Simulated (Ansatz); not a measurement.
2 `[F][In]([F])[SH]` → `[F][In-]1([F])[SH+][In-]([F])([F])[SH+]1`  (dimerisation)

Computed with Ansatz on PBE0-D4/def2-TZVP structures; ΔE is electronic, products minus reactants. CBS: MP2 limit from def2 TZ/QZ plus the TZ coupled-cluster correction, frozen cores. DFT in def2-TZVPP. Elements past krypton have def2 core potentials. For In outer-core shells are correlated without core-valence functions, which leaves a few kJ/mol of doubt a bond. Each species was taken in one conformer, which may not be the lowest.

`[F][In]([F])[SH]`:

Z-matrix (Å, degrees):
```
In
F 1 1.934
S 1 2.341 2 123.0
F 1 1.929 2 112.0 3 180.0
H 3 1.346 1 91.7 2 -0.0
```

`[F][In-]1([F])[SH+][In-]([F])([F])[SH+]1`:

```xyz
10

F     1.493    2.635   -0.857
In    0.109    1.306   -1.113
F    -1.159    1.387   -2.574
S    -1.245    0.968    1.014
In   -0.109   -1.306    1.113
F    -1.494   -2.634    0.854
F     1.158   -1.390    2.574
S     1.246   -0.968   -1.014
H    -2.303    0.480    0.337
H     2.304   -0.478   -0.335
```

Question: Is it downhill or uphill in electronic energy at CCSD(T)/CBS, and by how much? (An estimate is asked.)

Answer: Computed: Downhill: ΔE = -1.66 eV.

Question: What do these levels give: BLYP-D4, BHLYP-D4, ωB97M-V, B2PLYP, revPBE, r2SCAN, CCSD(T)/def2-SVP, MP2/def2-TZVPP, CCSD/def2-TZVPP, SCS-MP2/def2-QZVPP, MP2/CBS(def2), CCSD/CBS(def2)? (Best estimate.)

Answer: Computed: BLYP-D4 -1.31, BHLYP-D4 -1.56, ωB97M-V -1.51, B2PLYP -1.32, revPBE -1.06, r2SCAN -1.52, CCSD(T)/def2-SVP -1.72, MP2/def2-TZVPP -1.58, CCSD/def2-TZVPP -1.45, SCS-MP2/def2-QZVPP -1.54, MP2/CBS(def2) -1.72, CCSD/CBS(def2) -1.59 eV.

Question: What do rigid-rotor, harmonic-oscillator terms from PBE0-D4/def2-TZVP frequencies (298.15 K, 1 bar) make of the CCSD(T)/CBS value? (Estimate.)

Answer: Computed: ΔZPE = +0.05 eV, ΔH = -1.60 eV, ΔS = -176 J/(mol·K), ΔG = -1.06 eV. Modes under 50 cm⁻¹ make the entropy rough.

Largest T1 diagnostic among the species: 0.016.

The D4 term adds −0.27 eV with B3LYP and −0.15 eV with PBE0; it sums over pairs of atoms, weighted by their polarisabilities, and B3LYP, whose exchange is more repulsive, gets the larger term. In def2-TZVPP, CCSD(T) changes the Hartree–Fock value by −0.39 eV (the triples alone add −0.07 eV) and MP2 by −0.45 eV.

B3LYP here is the variant with VWN-RPA as its local correlation; programs differ in this.
